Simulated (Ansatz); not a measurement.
Harmonic frequencies (cm⁻¹) at PBE0-D4/def2-TZVP from Ansatz: 83, 96, 162, 219, 460, 582, 636, 782, 877, 951, 1001, 1065, 1162, 1227, 1329, 1437, 1512, 3027, 3067, 3103, 3166.

(1) Which molecule is it?
A. `CS[SiH](F)S`
B. `[I][Ga]1[CH2]C[O]1`
C. `BC(=O)OC`
D. `N[SiH2][InH2]`

Results:

(1) B.
